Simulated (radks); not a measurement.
All-electron atom: the tellurium ion Te46+ in [He] 2s2 2p2 (the NIST ground configuration). Method: Dirac Kohn-Sham, BLYP, spin-unpolarised, spherical densities, finite nucleus; open shells fill j = l - 1/2 first; Fermi nuclear charge, rms radius 4.7423 fm; computed with a radial shooting solver on a logarithmic mesh with Libxc functionals.

Normalised radial functions P(r) = r R(r) (large component), r in bohr:

r,2s1/2,2p1/2,2p3/2
0.00229,0.6337,0.0457,0.0203
0.002541,0.6879,0.0528,0.0247
0.002842,0.7501,0.0618,0.0306
0.003154,0.8114,0.0718,0.0372
0.003528,0.8810,0.0844,0.0459
0.003914,0.9486,0.0983,0.0558
0.004378,1.0243,0.1160,0.0687
0.004858,1.0966,0.1355,0.0832
0.005434,1.1758,0.1602,0.1021
0.006029,1.2495,0.1874,0.1233
0.006744,1.3276,0.2219,0.1509
0.007483,1.3972,0.2596,0.1816
0.00837,1.4669,0.3073,0.2211
0.009287,1.5243,0.3592,0.2649
0.01039,1.5749,0.4245,0.3209
0.01153,1.6083,0.4950,0.3823
0.01289,1.6254,0.5829,0.4599
0.01431,1.6195,0.6769,0.5441
0.016,1.5849,0.7926,0.6492
0.01775,1.5218,0.9146,0.7615
0.01986,1.4152,1.0624,0.8993
0.02204,1.2761,1.2152,1.0438
0.02465,1.0789,1.3963,1.2172
0.02735,0.8491,1.5788,1.3943
0.03059,0.5504,1.7885,1.6008
0.03394,0.2266,1.9921,1.8044
0.03796,-0.1675,2.2159,2.0320
0.04212,-0.5681,2.4216,2.2454
0.04712,-1.0246,2.6323,2.4693
0.05228,-1.4565,2.8085,2.6625
0.05848,-1.9096,2.9658,2.8434
0.06489,-2.2976,3.0708,2.9746
0.07258,-2.6548,3.1278,3.0637
0.08053,-2.9076,3.1195,3.0874
0.09007,-3.0734,3.0375,3.0404
0.09995,-3.1153,2.8913,2.9253
0.1118,-3.0340,2.6619,2.7253
0.124,-2.8468,2.3912,2.4761
0.1387,-2.5427,2.0536,2.1539
0.154,-2.1912,1.7167,1.8230
0.1722,-1.7739,1.3526,1.4567
0.1911,-1.3848,1.0342,1.1293
0.2137,-0.9982,0.7322,0.8123
0.2371,-0.6924,0.5013,0.5649
0.2652,-0.4340,0.3108,0.3567
0.2943,-0.2610,0.1857,0.2170
0.3292,-0.1383,0.0979,0.1169
0.3653,-0.0702,0.0496,0.0605
0.4086,-0.0305,0.0216,0.0270
0.4533,-0.0125,0.0089,0.0114
0.5071,-0.0041,0.0030,0.0039
0.5626,-0.0013,0.0009,0.0013
0.6293,-0.0003,0.0002,0.0003
0.6983,-0.0001,0.0001,0.0001
0.781,0.0000,0.0000,0.0000
0.8667,0.0000,0.0000,0.0000

2s1/2: eigenvalue -8317.9 eV, 1 radial node at r = 0.0363 bohr, <r> = 0.114 bohr, 90 % of the charge inside 0.176 bohr. 2p1/2: eigenvalue -8140.4 eV, 0 radial nodes, <r> = 0.0954 bohr, 90 % of the charge inside 0.155 bohr. 2p3/2 (empty): eigenvalue -7830.9 eV, 0 radial nodes, <r> = 0.100 bohr, 90 % of the charge inside 0.162 bohr.
